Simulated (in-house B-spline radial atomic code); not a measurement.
Configurations of the neon ion Ne³⁺, with energies counted from [He] 2s2 2p3. Method: non-relativistic Hartree-Fock with fractional occupations, spin-polarised, spherical fractional occupations, point nucleus. Calculated with an all-electron radial atomic-structure program (B-spline basis). Caution: exact exchange at fractional occupations of open shells leaves self-interaction of up to several eV. Shells without spins written out take the highest spin.

| configuration | E - E(ref) (eV) | highest orbital | its <r> (bohr) |
| --- | --- | --- | --- |
| [He] 2s2 2p(2 up, 1 down) | 26.003 | 2p down | 0.7998 |
| [He] 2s1 2p4 | 32.189 | 2p down | 0.8362 |
| [He] 2s2 2p2 3s1 | 70.219 | 3s up | 2.232 |
| [He] 2s2 2p(0 up, 2 down) 3s(1 up, 0 down) | 71.038 | 3s up | 2.276 |
| [He] 2s1 2p3 3d1 | 83.282 | 3d up | 2.59 |

Task: Order these further configurations by energy, lowest first.
A. [He] 2s1 2p3 3s1
B. [He] 2s2 2p2 3p1
C. [He] 2s(1 up, 0 down) 2p(1 up, 3 down)
D. [He] 2s(1 up, 0 down) 2p(0 up, 3 down) 3p(1 up, 0 down)
E. [He] 2s1 2p3 3p1

Result: C (45.276 eV), A (67.857 eV), E (76.325 eV), B (78.762 eV), D (97.814 eV).

Task: How far above the reference does [He] 2s2 2p(2 up, 0 down) 3d(1 up, 0 down) lie?

Result: 85.695 eV; its least bound orbital is 3d up with <r> = 2.629 bohr.
